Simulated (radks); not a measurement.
Ru33+, configuration [Ne] 3s1. All-electron calculation, Dirac Kohn-Sham, BLYP, spin-unpolarised, spherical densities, point nucleus. Program: a radial shooting solver on a logarithmic mesh with Libxc functionals.

Normalised radial functions P(r) = r R(r) (large component), r in bohr:

```
   r/bohr * 1s1/2, o 2p1/2, + 2p3/2 (the largest magnitude, 4.84, reaches the edge; | marks zero, & curves that meet)
 0.001585 &          *
 0.001773 &           *
 0.001967 &            *
   0.0022 &              *
 0.002442 &               *
 0.002731 &                 *
 0.003055 &                  *
 0.003389 &                    *
 0.003791 +o                     *
  0.00424 +o                       *
 0.004705 |&                         *
 0.005263 |&                            *
 0.005886 |&                              *
 0.006531 |&                                *
 0.007306 |+o                                  *
 0.008106 |+o                                    *
 0.009067 | &                                       *
  0.01014 | +o                                        *
  0.01125 |  &                                           *
  0.01259 |  +o                                            *
  0.01408 |   +o                                             *
  0.01562 |    &                                               *
  0.01747 |     &                                               *
  0.01954 |      +o                                              *
  0.02169 |       +o                                             *
  0.02426 |        +o                                            *
  0.02691 |          +o                                         *
   0.0301 |           + o                                     *
  0.03367 |             + o                                 *
  0.03736 |               + o                            *
  0.04179 |                 + o                      *
  0.04674 |                    +o               *
  0.05186 |                      +o         *
  0.05801 |                        +o  *
  0.06437 |                       *  +o
    0.072 |                  *         +o
  0.08053 |              *              +o
  0.08936 |          *                   +o
  0.09995 |       *                      +o
   0.1118 |    *                         &
    0.124 |   *                        o+
   0.1387 | *                        o+
   0.1552 |*                      o+
   0.1722 |*                   o+
   0.1926 *                 &
   0.2137 *             o+
    0.239 *          o+
   0.2674 *       &
   0.2967 *    o+
   0.3318 *  o+
   0.3712 * &
   0.4118 *&
   0.4606 *&
   0.5152 &
   0.5717 &
   0.6395 &
   0.7096 &
   0.7936 &
   0.8877 &
    0.985 &
    1.102 &
```

1s1/2: eigenvalue -23818 eV, 0 radial nodes, <r> = 0.0334 bohr, 90 % of the charge inside 0.0599 bohr. 2p1/2: eigenvalue -4714.8 eV, 0 radial nodes, <r> = 0.121 bohr, 90 % of the charge inside 0.197 bohr. 2p3/2: eigenvalue -4578.4 eV, 0 radial nodes, <r> = 0.126 bohr, 90 % of the charge inside 0.203 bohr.
